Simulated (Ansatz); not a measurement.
The same ligand exchange along the group Si, Ge, Sn.

Gas-phase electronic energies from Ansatz, PBE0-D4/def2-TZVP geometries. CCSD(T)/CBS is the MP2 limit (def2-TZVPP, def2-QZVPP) plus CCSD(T) − MP2 in def2-TZVPP, frozen cores. This one scheme is used for every species. DFT in def2-TZVPP. Elements past krypton have def2 core potentials. For Br, Ge, Sn outer-core shells are correlated without core-valence functions, which leaves a few kJ/mol of doubt a bond. Scalar relativity is left out up to krypton. One conformer a species, not always the lowest.

```tsv
reaction	ωB97X-V (kcal/mol)	revPBE-D4 (kcal/mol)	LDA (SPW92) (kcal/mol)
`O[Si]Cl` + HBr → `O[Si]Br` + HCl	0.7	-0.1	0.2
`[OH][Ge][Cl]` + HBr → `[OH][Ge][Br]` + HCl	-1.4	-2.0	-1.8
`[OH][Sn][Cl]` + HBr → `[OH][Sn][Br]` + HCl	-2.6	-2.9	-2.9
```

Q: Give the CCSD(T)/CBS values in the same order. (Estimate.)

A: The calculation gave: 0.0, -2.0, -3.3 kcal/mol.

Largest T1 diagnostic: 0.017, for `[OH][Sn][Cl]`.
